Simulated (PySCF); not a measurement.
**The Nb–H bond energy of NbH₅**

These are results of PBE0 in PySCF with Nb def2-TZVP with ECP28, H def2-TZVP; scalar-relativistic core potentials, no spin–orbit coupling; density-fitted integrals, not measurements.

Each entry is the lowest minimum that a search over a few typed start shapes (and spin states, where more than one is plausible) found, or that minimum re-optimised at the stated level; isomers with ligand–ligand bonds, or fragments after loss of a ligand pair, can lie lower.

Total energies (Eh), which compare only within these settings: H atom -0.50106.

```csv
species,2S+1,group,E (Eh),ZPE (kJ/mol)
NbH₄,2,D2d,-59.22818,59.8
NbH₅,1,Cs,-59.82114,83.1
```

**Question.** What are De and D0 for NbH₅ → NbH₄ + H?

**Answer.** De = [(-59.22818) + (-0.50106) − (-59.82114)] × 2625.5 = 241 kJ/mol. The zero-point energy changes by -23.3 kJ/mol, so D0 = 218 kJ/mol.

Atoms and open shells are unrestricted, without spin–orbit or basis-set superposition corrections.

One determinant describes each species, so states of open d or f shells may be missed.
